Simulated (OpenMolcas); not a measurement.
## Computed levels of Co3+

- Program: OpenMolcas 26.06
- Method: SS-RASPT2, IPEA 0.25 Eh, imaginary shift 0.1 Eh (closed shells correlated: 3s 3p)
- Basis: ANO-RCC-VTZP [6s5p3d2f1g]
- Scalar Hamiltonian: DKH2, point nucleus
- Active space: 6 electrons in 9 orbitals (RAS2 3d 4s; RAS3 4p, at most 2 electrons)
- State averaging: 2S+1 = 5 even, 30 roots; 2S+1 = 7 even, 1 root kept (CI in the orbitals of an earlier block); 2S+1 = 3 even, 87 roots kept (CI in the orbitals of an earlier block); 2S+1 = 1 even, 86 roots kept (CI in the orbitals of an earlier block); 2S+1 = 5 odd, 3 roots; 2S+1 = 7 odd, 3 roots kept (CI in the orbitals of an earlier block); 2S+1 = 3 odd, 7 roots kept (CI in the orbitals of an earlier block, 0 in the spin-orbit step)
- Spin-orbit coupling: state interaction with AMFI integrals over the reference wave functions, term energies averaged over their components

With spin-orbit coupling, above the lowest level:

| Configuration | Term | J | E (cm-1) | Measured (cm-1) | g | Term weight % |
| --- | --- | --- | --- | --- | --- | --- |
| 3d6 | 5D | 4 | 0.0 | 0.0 | 1.500 | 100 |
| 3d6 | 5D | 3 | 714 | 639 | 1.501 | 100 |
| 3d6 | 5D | 2 | 1201 | 1078 | 1.501 | 100 |
| 3d6 | 5D | 1 | 1511 |  | 1.501 | 100 |
| 3d6 | 5D | 0 | 1663 | 1494 |  | 100 |
| 3d6 | 3P(1) | 2 | 22510 | 22883 | 1.499 | 99 |
| 3d6 | 3H | 6 | 23880 | 23680 | 1.166 | 100 |
| 3d6 | 3H | 5 | 24210 | 24032 | 1.038 | 97 |
| 3d6 | 3H | 4 | 24390 | 24272 | 0.846 | 87 |
| 3d6 | 3P(1) | 1 | 24610 | 24729 | 1.499 | 99 |
| 3d6 | 3F(1) | 4 | 25310 | 25396 | 1.200 | 87 |
| 3d6 | 3P(1) | 0 | 25430 | 25449 |  | 98 |
| 3d6 | 3F(1) | 3 | 25650 | 25736 | 1.073 | 96 |
| 3d6 | 3F(1) | 2 | 25910 | 25969 | 0.668 | 99 |
| 3d6 | 3G | 5 | 29040 | 29022 | 1.196 | 97 |
| 3d6 | 3G | 4 | 29680 | 29592 | 1.054 | 94 |
| 3d6 | 3G | 3 | 29930 | 29868 | 0.761 | 96 |
| 3d6 | 3D | 2 | 35990 | 36348 | 1.165 | 98 |
| 3d6 | 3D | 1 | 36010 | 36382 | 0.502 | 100 |
| 3d6 | 3D | 3 | 36230 | 36554 | 1.333 | 100 |
| 3d6 | 1I | 6 | 36350 | 35943 | 1.001 | 100 |
| 3d6 | 1G(1) | 4 | 36940 | 36683 | 1.001 | 98 |
| 3d6 | 1S(1) | 0 | 41570 | 41442 |  | 98 |
| 3d6 | 1D(1) | 2 | 42270 | 42342 | 1.003 | 97 |
| 3d6 | 1F | 3 | 50330 | 50630 | 1.001 | 99 |
| 3d6 | 3P(2) | 0 | 57790 | 58321 |  | 100 |
| 3d6 | 3P(2) | 1 | 58450 | 58920 | 1.501 | 100 |
| 3d6 | 3F(2) | 2 | 59690 | 59749 | 0.668 | 100 |
| 3d6 | 3F(2) | 4 | 59740 | 59838 | 1.249 | 99 |
| 3d6 | 3P(2) | 2 | 59820 | 60098 | 1.499 | 100 |
| 3d6 | 3F(2) | 3 | 59850 | 59903 | 1.083 | 99 |
| 3d6 | 1G(2) | 4 | 67770 | 67907 | 1.001 | 99 |
| 3d6 | 1D(2) | 2 | 90470 | 91218 | 1.000 | 100 |
| 3d5 4s | 7S | 3 | 95540 | 90554 | 2.002 | 100 |
| 3d5 4s | 5S | 2 | 103740 |  | 2.002 | 100 |
| 3d6 | 1S(2) | 0 | 116250 |  |  | 100 |

Against the 32 measured excited levels shown (Sugar and Corliss, J. Phys. Chem. Ref. Data 10, 1097 (1981)) the mean absolute deviation is 350 cm-1; the largest miss in energy is 3d5 4s 7S3: computed 95540, measured 90554 cm-1 (+5.5 %), and the largest in proportion 3d6 5D3 (+11.6 %).

Spin-orbit coupling puts the lowest level 752 cm-1 below the lowest spin-free term.

For 5D the intervals divided by the larger J are -151.8, -155.4, -162.4, -178.4 cm-1. Landé's interval rule makes them equal in pure LS coupling; they differ by 16 % of their mean. The multiplet is inverted.

CASPT2 breaks the degeneracy within a term, and the mean is taken; among the terms shown or strongly mixed into the levels shown the widest spread is 460 cm-1 (3d6 1G(1)). Over all roots computed the reference weight is 0.90 to 0.96; the roots of lowest weight are the least certain, and an intruder state may touch them. Some high roots are left out of the spin-orbit mixing, which shifts the levels that they would mix with. Terms from blocks run as CI alone lack orbitals of their own. A single d shell beside an s shell can misplace configurations of different d count against each other. The CASPT2 spread within a term exceeds the gap to the next term for 3d6 3D and 3d6 1I, 3d6 1I and 3d6 1G(1), so the order of their levels is uncertain. Computed and measured levels are paired by configuration, term and J; levels that our copy of the source lacks, or whose pairing is in doubt (as where it misses far off the trend of its configuration), stay unpaired and out of the deviations. Levels of configurations outside the active space are missing. The first state left out of the spin-orbit step lies near 150000 cm-1 above the lowest spin-free state of the reference (among the parities and spins computed), and the list stops at four fifths of that energy or lower.

The term weight is that of the spin-free term in the level, not the purity of its configuration. A number in round brackets counts repeated terms of one configuration in the order of the reference energies.
